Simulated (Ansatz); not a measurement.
Program: Ansatz. Geometries: PBE0-D4/def2-TZVP. ΔE: electronic, gas phase. CBS: MP2 limit from def2 TZ/QZ plus the TZ coupled-cluster correction, frozen cores. DFT in def2-TZVPP. B3LYP here is the variant with VWN-RPA as its local correlation; programs differ in this. def2 core potentials past Kr. For Te outer-core shells are correlated without core-valence functions, which leaves a few kJ/mol of doubt a bond. One conformer a species, not always the lowest.

Consider the formal exchange of groups at the Si–O bond: `[CH3][Al]([SiH3])[O][SiH3]` + `CC[TeH]` → `CC([SiH3])[TeH]` + `[CH3][Al]([OH])[SiH3]`.

```
             level  ΔE (kcal/mol)  difference from CCSD(T)/CBS
            PBE-D4           22.8                         -3.1
         r2SCAN-D4           26.4                          0.5
          B3LYP-D4           27.4                          1.5
           ωB97X-V           26.8                          0.9
           ωB97M-V           26.2                          0.3
            B2PLYP           28.3                          2.4
              PBE0           25.5                         -0.4
             B3LYP           29.2                          3.3
    MP2/def2-TZVPP           25.8                         -0.1
SCS-MP2/def2-TZVPP           27.7                          1.8
   CCSD/def2-TZVPP           27.7                          1.8
CCSD(T)/def2-TZVPP           26.4                          0.5
     HF/def2-QZVPP           35.3                          9.4
    MP2/def2-QZVPP           25.6                         -0.3
SCS-MP2/def2-QZVPP           27.5                          1.6
     MP2/CBS(def2)           25.3                         -0.6
       CCSD(T)/CBS           25.9                            0
```

Largest T1 diagnostic among the species: 0.013.

In def2-TZVPP, CCSD(T) changes the Hartree–Fock value by −8.5 kcal/mol (the triples alone add −1.3 kcal/mol) and MP2 by −9.1 kcal/mol. The D4 term adds −1.8 kcal/mol with B3LYP and −0.9 kcal/mol with PBE0; it sums over pairs of atoms, weighted by their polarisabilities, and B3LYP, whose exchange is more repulsive, gets the larger term. From PBE to PBE0 (25 % exact exchange), in def2-TZVPP and without D4, ΔE moves by +1.7 kcal/mol.
